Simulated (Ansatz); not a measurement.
A run on C₂H₇BSi, SMILES `C=CB[SiH3]` with other settings.

```yaml
crystal:
  periodic: [false, false, false]
  atoms:
    - {symbol: C, position_ang: [0.168191, 2.084728, -0.192853]}
    - {symbol: C, position_ang: [0.172175, 0.954766, 0.300517]}
    - {symbol: B, position_ang: [-0.138764, -0.174774, -0.489369]}
    - {symbol: Si, position_ang: [-0.129395, -1.894410, 0.209256]}
    - {symbol: H, position_ang: [0.387666, 2.907024, 0.332921]}
    - {symbol: H, position_ang: [-0.057810, 2.218169, -1.157088]}
    - {symbol: H, position_ang: [0.406768, 0.875672, 1.271525]}
    - {symbol: H, position_ang: [-0.390126, 0.011928, -1.548111]}
    - {symbol: H, position_ang: [1.104298, -2.174878, 0.745685]}
    - {symbol: H, position_ang: [-0.427703, -2.880214, -0.692860]}
    - {symbol: H, position_ang: [-1.035225, -1.980359, 1.239330]}
basis:
  gaussian: {orbitals: 6-31G, fitting: {mean_field: def2-universal-jkfit}}
hamiltonian: {xc: {name: HF}}
correlation: {method: ccsd_t, diis_vectors: 1}
scf: {lower_state_search: light}
```

```sh
$ ansatz run in.yaml --threads 2 --pin off --events-out ev --progress --plain --max-ram 4352MiB
```

It prints (some lines left out):

```
Functional definition: HF
479 factors; integrals over basis functions are off by at most 5.7e-2 eV
mean field evaluation 1: about -10697.7487 eV, gradient 2.3e1 eV
mean field evaluation 2: about -10699.3191 eV, gradient 6.8e0 eV
mean field evaluation 4: about -10699.4797 eV, gradient 3.7e-1 eV
mean field -10699.48026654 eV, -393.1986474271 hartree, gradient 1.4e-6 eV, S^2 0.000000; 0 other end points of the search recorded, 0 dependent functions left out
8 core orbitals not correlated: weight in the atoms' cores, before any rotation towards them, 1.000 or more for the frozen orbitals, at most 0.000 for the correlated occupied ones
reference -10699.48026654 eV, -393.1986474271 hartree; 11, 11 occupied and 35, 35 virtual orbitals, 479 factors
second order -7.15486753 eV of doubles, -0.00000000 eV of singles
cycle   1  -7.98720576 eV  change   -8.3e-1 eV  update   7.8e-2
cycle   2  -8.37381369 eV  change   -3.9e-1 eV  update   2.8e-2
cycle   3  -8.41402796 eV  change   -4.0e-2 eV  update   8.6e-3
cycle   4  -8.41644880 eV  change   -2.4e-3 eV  update   2.7e-3
cycle   5  -8.41459834 eV  change    1.9e-3 eV  update   1.1e-3
cycle   6  -8.41504009 eV  change   -4.4e-4 eV  update   4.9e-4
cycle   7  -8.41499368 eV  change    4.6e-5 eV  update   2.2e-4
cycle   8  -8.41511948 eV  change   -1.3e-4 eV  update   1.1e-4
cycle   9  -8.41514036 eV  change   -2.1e-5 eV  update   5.8e-5
cycle  10  -8.41517248 eV  change   -3.2e-5 eV  update   3.0e-5
cycle  11  -8.41517955 eV  change   -7.1e-6 eV  update   1.6e-5
perturbative correction -0.20765984 eV, -0.0076313582 hartree
Total energy: -10708.10310592 eV, -393.5155309297 hartree
```

Run time 0.6 s (2 threads of an Arm Neoverse V1 on a shared host); peak host memory 0.11 GiB.
